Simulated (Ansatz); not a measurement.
A made-up structure of Zn2H2, closed shell:

Zn1  (0.530, -1.055, 0.688)
Zn2  (-0.530, 1.055, -0.688)
H3  (1.214, -2.417, 1.575)
H4  (-1.213, 2.416, -1.576)
(Å)

It is relaxed with PBE-D4/def2-SVP and then PBE0-D4/def2-TZVP (Ansatz 0.2.0). Atoms count as bonded within 1.22 times the sum of their covalent radii (H–H: 0.88 Å). The end point is not checked to be a true minimum.

Task: Does its bonding change? (Judge from chemistry; the calculation decides.)

Result: By the calculation: No: no bond forms or breaks.

Where it ends: The first stage lowers the energy by 0.52 eV in 4 steps. It ends as Zn₂H₂ ([ZnH][ZnH]):
```csv
atom,x (Å),y (Å),z (Å)
Zn1,0.4730,-0.9421,0.6142
Zn2,-0.4731,0.9421,-0.6141
H3,1.0834,-2.1575,1.4064
H4,-1.0833,2.1575,-1.4065
```

Labels in which every atom is bracketed show which atoms are joined, not bond orders.

For scale, one of the runs: PBE0-D4/def2-TZVP relaxation, 108 basis functions, launched by `ansatz run in.yaml --threads 2 --pin off --events-out ev --progress --plain --max-ram 4352MiB`. Hardware: 2 CPU threads of an Arm Neoverse V1, shared host. Wall time about 11 s.
